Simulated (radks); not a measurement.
Results of a calculation; reference values are marked as such.
Coulomb parameter of the 3d shell of neutral titanium in the model configuration [Ar] 3d3 4s1, as a second difference U = [E(n + 0.25) + E(n - 0.25) - 2 E(n)] / (0.25)^2 with all orbitals relaxed. "Bare": the charge of the atom changes with n. "Screened": the 4s shell takes up the change at fixed total charge, which measures U(3d,3d) + U(4s,4s) - 2 U(3d,4s). Level of theory: scalar-relativistic Kohn-Sham, PBE, spin-unpolarised, spherical densities, point nucleus (a radial shooting solver on a logarithmic mesh with Libxc functionals).

case,configuration,E - E(n) (eV)
start,[Ar] 3d3 4s1,0.000
bare +0.25,[Ar] 3d3.25 4s1,-0.281
bare -0.25,[Ar] 3d2.75 4s1,0.709
screened +0.25,[Ar] 3d3.25 4s0.75,0.484
screened -0.25,[Ar] 3d2.75 4s1.25,-0.418

U(bare) = 6.836 eV, U(screened by 4s) = 1.057 eV, against the Slater integral F0(3d,3d) = 13.650 eV with frozen orbitals. The step up makes a negative ion, whose loosely bound charge lowers the bare value.
